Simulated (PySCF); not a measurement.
## Radial density of Mo³⁺ (molybdenum, charge +3)

UHF, [Kr] 4d3, high-spin 4F determinant. All numbers are calculated (PySCF 2.14, the spin-free X2C one-electron Hamiltonian (Gaussian nucleus), in aug-cc-pVTZ-DK).

| r (bohr) | 4πr²ρ (e/bohr) | 4πr²(ρα − ρβ) |
| --- | --- | --- |
| 0.0307 | 51.32 | -0.0022 |
| 0.0516 | 44.73 | -0.0019 |
| 0.0868 | 60.80 | 0.0259 |
| 0.146 | 56.74 | 0.1997 |
| 0.246 | 42.07 | 0.4524 |
| 0.413 | 45.17 | 0.1552 |
| 0.695 | 13.21 | 0.3168 |
| 1.17 | 10.62 | 2.0641 |
| 1.97 | 2.593 | 1.3119 |
| 3.31 | 0.1188 | 0.1070 |
| 5.56 | 0.0004525 | 0.0005 |

Densities and radii are taken from the X2C orbitals without a picture-change correction, which distorts them close to the nucleus.

Question: Where is the radial spin density 4πr²(ρα − ρβ) most negative, and why is it negative at all?

Answer: Around r = 0.0307 bohr, down to -0.0022 e/bohr: exchange with the open shell polarises the paired shells in an unrestricted calculation.
